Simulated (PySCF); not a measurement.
## How methods differ on the fine-structure interval of Se¹⁷⁺

Se¹⁷⁺ [Ne] 3s2 3p5 [3p1/2^2 3p3/2^3, M_J = 3/2] → Se¹⁷⁺ [Ne] 3s2 3p5 [3p1/2^1 3p3/2^4, M_J = 1/2], as a difference of total energies. Computed with PySCF 2.14 in an even-tempered Gaussian basis (19 s from 1.7 bohr⁻², ratio 2.4; 14 p from 2.2 bohr⁻², ratio 2.4; 5 d from 11 bohr⁻², ratio 2.6; 4 f from 16 bohr⁻², ratio 2.6), with the two-component X2C-1e Hamiltonian. Correlated levels: 1s2 frozen; the 56 highest virtual spinors dropped. "Screened" scales the spin-orbit matrix elements by Boettger's factors to mimic the two-electron term; Breit and QED terms are absent.

| method | fine-structure interval (cm⁻¹) |
| --- | --- |
| GHF (screened spin-orbit) | 67020 |
| GMP2 (screened spin-orbit) | 68245 |
| GHF (bare spin-orbit) | 71353 |
